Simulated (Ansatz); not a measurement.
Cost and result up the ladder for the cluster B3F3 (6 atoms). Charge 0, multiplicity 1. Geometry: PBE0-D4/def2-SVP.

```
atom   x (Å)   y (Å)   z (Å)
  B1  -0.593   0.815   0.396
  B2   0.853   0.252   0.214
  B3   0.151  -0.945  -0.506
  F4  -0.666  -1.780  -1.038
  F5   2.113   0.622   0.529
  F6  -1.858   1.037   0.405
```

Ansatz on 4 threads of Intel Xeon Platinum 8259CL on a shared host. Times are rough, and most runs start from the orbitals of an earlier one. No level here is sound enough to serve as a yardstick. Binding counts from free atoms at the same level (B doublet, F doublet; other spins of the atoms weren't run), without zero-point energy or a counterpoise term.

Correlated methods freeze 6 core orbitals. The structure comes from a short search, and lower isomers may exist.

Run but left out: B2PLYP/def2-TZVP (restricted singlet, unstable in another Hartree–Fock run and untested here).

Correlated methods converge slowly with the basis.

```tsv
level	functions	wall time	binding energy per atom (eV)	remarks
revPBE-D4/def2-TZVP	186	1.2 s	4.56	restricted SCF unstable in HF
PBE-D4/def2-TZVP (with forces)	186	1.6 s	4.75	restricted SCF unstable in HF
PBE0-D4/def2-TZVP	186	1.6 s	4.56	restricted SCF unstable in HF
r2SCAN-D4/def2-TZVP	186	1.9 s	4.60	restricted SCF unstable in HF
CCSD(T)/def2-TZVPP	186	37 s	4.32	restricted SCF unstable
```
